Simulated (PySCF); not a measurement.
2,2-dimethylbutanenitrile, C₆H₁₁N.
Bonds: C1–C2, C2–C3, C3–C4, C3–C5, C3–C6, C6–N7 (triple). Hydrogens: H8, H9, H10 on C1; H11, H12 on C2; H13, H14, H15 on C4; H16, H17, H18 on C5.

Torsions of this conformer, `[CH3:1][CH2:2][C:3]([CH3:4])([CH3:5])[C:6]#[N:7]`: C1–C2–C3–C4 -175°.

The closed-shell ground state was solved at several levels (PySCF, density fitting, gas phase, non-relativistic). The structure is a single GFN2-xTB conformer in the gas phase; no vibrational or solvent corrections.

```
            level  basis functions  total energy (Eh)  HOMO (eV)  LUMO (eV)  gap (eV)  dipole (D)
      B3LYP/pcJ-1              299          -290.0298      -8.87       0.77      9.64        3.97
wB97X-D/def2-SVPD              228          -289.7093     -11.05       2.10     13.15        4.09
```

(1) Estimate the row for PBE0/pcSseg-1, a basis of 174 functions; the other rows only guide the guess.

(2) Over all these levels, which gives the widest orbital gap and which the narrowest?

(3) How far do the dipole and the HOMO energy spread over the levels?

## Answers

(1) Total energy -289.6158 Eh, HOMO -9.12 eV, LUMO 1.06 eV, gap 10.18 eV, dipole 4.00 D.

(2) wB97X-D/def2-SVPD (range-separated hybrid) has the widest, 13.15 eV, and B3LYP/pcJ-1 (global hybrid, 20 % exact exchange) the narrowest, 9.64 eV. Functional and basis both differ between the two, so the spread mixes both effects.

(3) The dipole runs from 3.97 to 4.09 D (mean 4.02 D) and the HOMO from -11.05 to -8.87 eV.

Note: wB97X-D ran without an empirical dispersion term, which enters the total energy and its gradient alone.
